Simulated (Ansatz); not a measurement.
Reaction (β-hydride elimination): `CC(C)[Si]N` → `N[SiH]` + `C=CC`

Calculated with Ansatz (gas phase, PBE0-D4/def2-TZVP geometries, no zero-point term in ΔE). CCSD(T)/CBS is the MP2 limit (def2-TZVPP, def2-QZVPP) plus CCSD(T) − MP2 in def2-TZVPP, frozen cores. This one scheme is used for every species. Functionals use def2-TZVPP. B3LYP here is the variant with VWN-RPA as its local correlation; programs differ in this. HSE06 is defined as in plane-wave codes. One conformer a species, not always the lowest.

`CC(C)[Si]N`:

```xyz
14

C     1.093   -0.639    0.082
C    -0.280   -0.365   -0.510
C    -1.377   -1.106    0.258
Si   -0.843    1.464   -0.721
N     0.490    2.288   -0.044
H     1.308   -1.712    0.113
H     1.894   -0.167   -0.494
H     1.160   -0.276    1.114
H    -0.296   -0.748   -1.544
H    -1.417   -0.780    1.303
H    -2.368   -0.934   -0.172
H    -1.200   -2.186    0.263
H     1.324    1.867    0.341
H     0.513    3.294    0.011
```

`N[SiH]`:

Z-matrix (Å, degrees):
```
N
Si 1 1.707
H 1 1.008 2 126.3
H 1 1.008 2 121.7 3 -180.0
H 2 1.532 1 94.1 3 -0.0
```

`C=CC`:

Z-matrix (Å, degrees):
```
C
C 1 1.490
H 1 1.095 2 111.0
H 1 1.095 2 111.0 3 118.3
H 1 1.092 2 111.5 3 -120.8
C 2 1.325 1 125.1 3 120.8
H 2 1.088 1 116.2 3 -59.2
H 6 1.084 2 121.6 1 -180.0
H 6 1.086 2 121.4 1 0.0
```

Q: Is it downhill or uphill in electronic energy at CCSD(T)/CBS, and by how much? (Best estimate.)

A: Ansatz gave: Uphill: ΔE = +122.7 kJ/mol.

Q: What do these levels give: LDA (SPW92), B97M-V, B3LYP-D4, r2SCAN0-D4, HSE06-D4, PBE, r2SCAN0, HSE06, LC-ωPBE, MP2/def2-TZVPP, MP2/CBS(def2), CCSD/CBS(def2)? (Best estimate.)

A: The calculation gave: LDA (SPW92) 161.9, B97M-V 116.9, B3LYP-D4 113.0, r2SCAN0-D4 135.7, HSE06-D4 136.3, PBE 114.9, r2SCAN0 131.3, HSE06 125.1, LC-ωPBE 133.4, MP2/def2-TZVPP 133.4, MP2/CBS(def2) 137.0, CCSD/CBS(def2) 118.9 kJ/mol.

Largest T1 diagnostic among the species: 0.015.

The D4 term adds +21.7 kJ/mol with B3LYP and +11.8 kJ/mol with PBE0; it sums over pairs of atoms, weighted by their polarisabilities, and B3LYP, whose exchange is more repulsive, gets the larger term. Leaving LDA and LC-ωPBE aside and taking each functional with its dispersion term where it has one, the values, not all of them listed here, spread over 33.1 kJ/mol, from BLYP-D4 to PBE-QIDH. LDA lies +47.0 kJ/mol from PBE without D4.
